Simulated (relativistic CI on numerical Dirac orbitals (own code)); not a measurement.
**Nb⁴⁺: calculation against measurement**

Calculated at this level of theory: Dirac-Coulomb-Breit CI, KLI orbitals optimised for each configuration, QED by a radiative potential, valence Slater integrals scaled by 0.85, P86 correlation energy added to each configuration (own radial code, finite nucleus).

CI space (outside the closed core [Ar] 3d10): 4s2.4p6.4d, 4s2.4p6.5s, 4s2.4p6.4f, 4s2.4p6.5p, 4s2.4p5.4d2, 4s2.4p6.5d, 4s2.4p6.6s, 4s2.4p6.6p, 4s2.4p6.5f, 4s2.4p6.6d, 4s2.4p6.7s, 4s2.4p6.5g, 4s2.4p6.7p, 4s2.4p5.4d.4f, 4s2.4p6.6f, 4s.4p6.4d2, 4s2.4p6.8s, 4s2.4p5.4d.5s, 4s2.4p5.4d.5p, 4s.4p6.4d.4f. Double excitations out of closed p, d and f shells are left out; levels of such configurations are missing from the list, as are those of other unlisted configurations, and high levels can miss mixing partners.

```
Configuration  Term (tabulated)    J  Measured (cm⁻¹)  Computed  Error  Purity (%)
   4s2.4p6.4d                2D  3/2              0.0         0      0         100
   4s2.4p6.4d                2D  5/2           1870.0      1744   -126         100
   4s2.4p6.5s                2S  1/2          75929.0     79430   3501          99
   4s2.4p6.5p               2P°  1/2         129196.0    133685   4489          99
   4s2.4p6.5p               2P°  3/2         132800.0    137149   4349         100
   4s2.4p6.5d                2D  3/2         211690.0    214531   2841         100
   4s2.4p6.5d                2D  5/2         212237.0    215070   2833         100
   4s2.4p6.6s                2S  1/2         228500.0    231781   3281         100
```

Measured levels from Moore, Atomic Energy Levels, vol. II, NSRDS-NBS 35 (1971 reprint of NBS Circular 467, 1952); pairs were made by configuration, J and term (by order where the table uses no LS term), so strongly mixed levels may be paired wrongly. The analysis dates from before 1960.

Mean error by configuration (cm⁻¹): 4s2.4p6.4d -126; 4s2.4p6.5s 3501; 4s2.4p6.5p 4419; 4s2.4p6.5d 2837; 4s2.4p6.6s 3281. Over the excited levels the mean absolute error is 3060 cm⁻¹ (7 of the 7 excited levels that our extract of the source holds in range could be paired), and the median relative error of those above 1,000 cm⁻¹ is 3.3 %.
